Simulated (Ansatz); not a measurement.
A calculation with Ansatz (development build ahead of 0.2.0).

```yaml
crystal:
  periodic: [false, false, false]
  atoms:
    - { symbol: H, position_ang: [2.25499, -0.0064, -0.0011] }
    - { symbol: H, position_ang: [2.03272, 0.97895, 0.00624] }
    - { symbol: H, position_ang: [1.40199, 1.76738, 0.00344] }
    - { symbol: H, position_ang: [0.51061, 2.19661, 0.00496] }
    - { symbol: H, position_ang: [-0.50418, 2.19142, 0.0018] }
    - { symbol: H, position_ang: [-1.40254, 1.7574, 0.00441] }
    - { symbol: H, position_ang: [-2.03619, 0.97053, 0.00197] }
    - { symbol: H, position_ang: [-2.25923, 0.00922, 0.00333] }
    - { symbol: H, position_ang: [-2.02703, -0.96752, -0.00724] }
    - { symbol: H, position_ang: [-1.41043, -1.75025, 0.00644] }
    - { symbol: H, position_ang: [-0.49415, -2.19819, -0.00177] }
    - { symbol: H, position_ang: [0.50376, -2.18365, 0.00773] }
    - { symbol: H, position_ang: [1.4047, -1.75597, -0.00987] }
    - { symbol: H, position_ang: [2.02916, -0.97082, 0.00956] }
basis:
  gaussian: { orbitals: cc-pVDZ }
hamiltonian:
  xc: hf
```

The input is written out in the form of the current development build from the run's settings.

The run gave:

```yaml
Converged: yes
Total_energy: -7.52751 hartree
Spin_squared_of_the_determinant: 0.000
```

Caution: stretched shape with no unrestricted run beside it, a lower state can exist.
